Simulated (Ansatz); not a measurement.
Gas-phase electronic energies from Ansatz, PBE0-D4/def2-TZVP geometries. CBS: MP2 limit from def2 TZ/QZ plus the TZ coupled-cluster correction, frozen cores. One conformer a species, not always the lowest.

Consider the isomerisation: `C[SiH]1BCC1` → `C=C([SiH3])BC`.

`C[SiH]1BCC1`:

Cartesian coordinates in Å:
```
C -1.744 1.116 0.097
Si -0.620 -0.135 -0.743
B 1.322 0.412 -0.928
C 1.558 -0.350 0.427
C 0.302 -1.267 0.485
H -2.635 0.622 0.493
H -1.232 1.610 0.925
H -2.068 1.885 -0.608
H -1.386 -0.808 -1.837
H 2.115 0.961 -1.632
H 1.450 0.458 1.175
H 2.526 -0.815 0.642
H -0.104 -1.455 1.481
H 0.515 -2.233 0.022
```

`C=C([SiH3])BC`:

```xyz
14

C    -1.939    0.641    0.430
C    -0.722    0.127    0.189
Si   -0.342   -1.631    0.692
B     0.322    1.039   -0.510
C     1.784    0.618   -0.843
H    -2.739    0.082    0.913
H    -2.179    1.664    0.143
H    -1.529   -2.239    1.354
H     0.810   -1.675    1.635
H     0.022   -2.456   -0.493
H    -0.033    2.158   -0.779
H     2.013   -0.445   -0.738
H     2.088    0.952   -1.840
H     2.443    1.165   -0.152
```

```csv
species,CCSD(T)/CBS(def2) energy (Eh)
`C[SiH]1BCC1`,-433.41035
`C=C([SiH3])BC`,-433.42180
```

Q: Work out ΔE.

A: ΔE = (-433.42180) − (-433.41035) = -0.01145 Eh = -7.2 kcal/mol.

Largest T1 diagnostic among the species: 0.011.

In def2-TZVPP, CCSD(T) changes the Hartree–Fock value by +7.0 kcal/mol (the triples alone add −0.0 kcal/mol) and MP2 by +8.1 kcal/mol. From PBE to PBE0 (25 % exact exchange), in def2-TZVPP and without D4, ΔE moves by +1.2 kcal/mol.
